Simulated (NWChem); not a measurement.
Program: NWChem. System: H$_{5}$AlGe, charge 0, spin multiplicity 1, at a geometry optimised with B3LYP/def2-SVP. The structure started from a generated list of species. Level: RHF/def2-TZVP.

Job file:

```
start mol
memory heap 200 mb stack 800 mb global 1000 mb
geometry units angstroms nocenter noautoz noautosym
  Al    -1.696876    -0.112101    -0.391797
  Ge     0.723196     0.045242     0.166169
  H      1.555298    -1.171220    -0.301718
  H      1.369647     1.298396    -0.476297
  H      0.954053     0.185084     1.691355
  H     -2.692741     1.020436     0.107821
  H     -2.269148    -1.323129    -1.245201
end
basis spherical
  * library def2-tzvp
end
scf
  rhf
  nopen 0
  maxiter 100
  thresh 1e-7
  semidirect memsize 60000000 filesize 0
end
task scf energy
```

Part of the output:

```
             Northwest Computational Chemistry Package (NWChem) 7.3.0
             --------------------------------------------------------

                                NWChem Input Module
                                -------------------

 Scaling coordinates for geometry "geometry" by  1.889725989
 (inverse scale =  0.529177249)

                             Geometry "geometry" -> ""
                             -------------------------

 Output coordinates in angstroms (scale by  1.889725989 to convert to a.u.)

  No.       Tag          Charge          X              Y              Z
 ---- ---------------- ---------- -------------- -------------- --------------
    1 Al                  13.0000    -1.69687600    -0.11210100    -0.39179700
    2 Ge                  32.0000     0.72319600     0.04524200     0.16616900
    3 H                    1.0000     1.55529800    -1.17122000    -0.30171800
    4 H                    1.0000     1.36964700     1.29839600    -0.47629700
    5 H                    1.0000     0.95405300     0.18508400     1.69135500
    6 H                    1.0000    -2.69274100     1.02043600     0.10782100
    7 H                    1.0000    -2.26914800    -1.32312900    -1.24520100

 Effective nuclear repulsion energy (a.u.)     147.0785551082

            Nuclear Dipole moment (a.u.)
            ----------------------------
        X                 Y               Z
 ---------------- ---------------- ----------------
    -0.0000132281    -0.0000037795     0.0000132281


 Summary of "ao basis" -> "" (spherical)
 ------------------------------------------------------------------------------
       Tag                 Description            Shells   Functions and Types
 ---------------- ------------------------------  ------  ---------------------
 *                         def2-tzvp                  on all atoms

 Summary of "ao basis" -> "ao basis" (spherical)
 ------------------------------------------------------------------------------
       Tag                 Description            Shells   Functions and Types
 ---------------- ------------------------------  ------  ---------------------
 Al                        def2-tzvp                13       37   5s5p2d1f
 Ge                        def2-tzvp                16       48   6s5p4d1f
 H                         def2-tzvp                 4        6   3s1p

                                 NWChem SCF Module
                                 -----------------

  ao basis        = "ao basis"
  functions       =   115
  atoms           =     7
  closed shells   =    25
  open shells     =     0
  charge          =   0.00
  wavefunction    = RHF
  use symmetry    = F
  symmetry adapt  = F

 Summary of "ao basis" -> "ao basis" (spherical)
 ------------------------------------------------------------------------------
       Tag                 Description            Shells   Functions and Types
 ---------------- ------------------------------  ------  ---------------------
 Al                        def2-tzvp                13       37   5s5p2d1f
 Ge                        def2-tzvp                16       48   6s5p4d1f
 H                         def2-tzvp                 4        6   3s1p

 Forming initial guess at       0.1s

      Superposition of Atomic Density Guess
      -------------------------------------

 Sum of atomic energies:       -2319.67993223

      Non-variational initial energy
      ------------------------------

 Total energy =   -2320.081413
[...]
 Maximum no. of iterations :          100
 Final Fock-matrix accuracy:          1.000E-09
 ----------------------------------------------

              iter       energy          gnorm     gmax       time
             ----- ------------------- --------- --------- --------
                 1    -2320.1525438816  4.28D-01  1.13D-01      5.1
                 2    -2320.1788402328  1.75D-01  3.97D-02      5.6
                 3    -2320.1801993486  1.21D-02  3.24D-03      6.3
                 4    -2320.1802226649  6.59D-05  1.93D-05      7.5
                 5    -2320.1802226654  8.09D-09  2.13D-09      9.4

       Final RHF  results
       ------------------

         Total SCF energy =  -2320.180222665414
      One-electron energy =  -3529.190232809477
      Two-electron energy =   1061.931455035814
 Nuclear repulsion energy =    147.078555108249

        Time for solution =      4.5s

             Final eigenvalues
             -----------------

              1
    1 -405.2138
    2  -58.4847
    3  -52.1234
    4  -46.2108
    5  -46.2108
    6  -46.2107
    7   -7.1667
    8   -5.1423
    9   -5.1422
   10   -5.1417
   11   -4.9008
   12   -3.2157
   13   -3.2134
   14   -3.2131
   15   -1.6165
   16   -1.6164
   17   -1.6138
   18   -1.6128
   19   -1.6127
   20   -0.7190
   21   -0.5539
   22   -0.4643
   23   -0.4610
   24   -0.4330
   25   -0.3703
   26    0.0218
   27    0.1095
   28    0.1206
   29    0.1402
   30    0.1628
   31    0.1790
   32    0.1952
   33    0.2369
   34    0.2429
   35    0.2569

                       ROHF Final Molecular Orbital Analysis
                       -------------------------------------

 Vector   23  Occ=2.000000D+00  E=-4.609939D-01
              MO Center=  1.0D+00,  5.5D-01,  4.0D-01, r^2= 2.3D+00
   Bfn.  Coefficient  Atom+Function         Bfn.  Coefficient  Atom+Function
  ----- ------------  ---------------      ----- ------------  ---------------
    55      0.272594  2 Ge pz                93     -0.243461  4 H  s
    99      0.224417  5 H  s                 58      0.187947  2 Ge pz
    54     -0.165412  2 Ge py

 Vector   24  Occ=2.000000D+00  E=-4.330032D-01
              MO Center= -1.9D+00, -1.6D-01, -4.6D-01, r^2= 3.8D+00
   Bfn.  Coefficient  Atom+Function         Bfn.  Coefficient  Atom+Function
  ----- ------------  ---------------      ----- ------------  ---------------
    16      0.256060  1 Al py               105      0.222849  6 H  s
   111     -0.220926  7 H  s                106      0.160890  6 H  s
   112     -0.159706  7 H  s

 Vector   25  Occ=2.000000D+00  E=-3.702783D-01
              MO Center= -3.8D-01, -2.5D-02, -8.8D-02, r^2= 3.5D+00
   Bfn.  Coefficient  Atom+Function         Bfn.  Coefficient  Atom+Function
  ----- ------------  ---------------      ----- ------------  ---------------
    53     -0.320272  2 Ge px                15      0.294291  1 Al px
    56     -0.273279  2 Ge px

 Vector   26  Occ=0.000000D+00  E= 2.184268D-02
              MO Center= -1.5D+00, -1.3D-01, -3.6D-01, r^2= 5.0D+00
   Bfn.  Coefficient  Atom+Function         Bfn.  Coefficient  Atom+Function
  ----- ------------  ---------------      ----- ------------  ---------------
    20      0.674614  1 Al pz                19     -0.412526  1 Al py
    17      0.214275  1 Al pz                94      0.154424  4 H  s

 Vector   27  Occ=0.000000D+00  E= 1.094699D-01
              MO Center= -6.7D-01, -1.3D-01, -2.1D-01, r^2= 8.9D+00
   Bfn.  Coefficient  Atom+Function         Bfn.  Coefficient  Atom+Function
  ----- ------------  ---------------      ----- ------------  ---------------
    43      2.722341  2 Ge s                  5     -1.962647  1 Al s
    18     -1.768651  1 Al px                56     -1.134987  2 Ge px
    94     -0.373685  4 H  s                100     -0.363977  5 H  s
    20     -0.324986  1 Al pz                30     -0.270466  1 Al d  2
    58     -0.213224  2 Ge pz                88     -0.184624  3 H  s

 Vector   28  Occ=0.000000D+00  E= 1.206093D-01
              MO Center= -5.7D-01,  1.9D-01, -3.1D-02, r^2= 6.2D+00
   Bfn.  Coefficient  Atom+Function         Bfn.  Coefficient  Atom+Function
  ----- ------------  ---------------      ----- ------------  ---------------
    19      1.200896  1 Al py               112      1.195306  7 H  s
    20      0.789114  1 Al pz               106     -0.726710  6 H  s
    88      0.685201  3 H  s                 57      0.502150  2 Ge py
    43     -0.440163  2 Ge s                100     -0.332873  5 H  s
    58      0.308538  2 Ge pz                18      0.271315  1 Al px

 center of mass
 --------------
 x =   0.11744646 y =   0.00587486 z =   0.02651418

 moments of inertia (a.u.)
 ------------------
          61.990462828392         -28.288567536269        -106.346650511491
         -28.288567536269         516.468169056296         -12.698260082819
        -106.346650511491         -12.698260082819         500.324420532206

  Mulliken analysis of the total density
  --------------------------------------

    Atom       Charge   Shell Charges
 -----------   ------   -------------------------------------------------------
    1 Al  13    12.49   2.00  0.65  1.33  0.80  0.23  2.92  2.28  0.82  0.99  0.27  0.10  0.09  0.02
    2 Ge  32    32.16   2.00  2.00  1.16  0.80  0.75  0.64  5.98  4.44  1.56  1.46  1.17  8.91  1.10  0.04  0.13  0.02
    3 H    1     1.02   0.23  0.56  0.22  0.01
    4 H    1     1.03   0.23  0.56  0.23  0.01
    5 H    1     1.02   0.23  0.56  0.23  0.01
    6 H    1     1.14   0.23  0.57  0.34  0.01
    7 H    1     1.14   0.23  0.56  0.34  0.01

       Multipole analysis of the density wrt the origin
       ------------------------------------------------

     L   x y z        total         open         nuclear
     -   - - -        -----         ----         -------
     0   0 0 0     -0.000000      0.000000     50.000000

     1   1 0 0     -0.199594      0.000000     -0.000013
     1   0 1 0     -0.038914      0.000000     -0.000004
     1   0 0 1     -0.053821      0.000000      0.000013

     2   2 0 0    -29.402294      0.000000    256.307546
     2   1 1 0      0.373146      0.000000     13.955062
     2   1 0 1     -0.920860      0.000000     55.407076
     2   0 2 0    -27.287814      0.000000     21.828736
     2   0 1 1     -2.266875      0.000000      9.345925
     2   0 0 2    -25.032597      0.000000     27.211071

 Task  times  cpu:        9.4s     wall:        9.4s

 Total times  cpu:        9.5s     wall:        9.5s
```
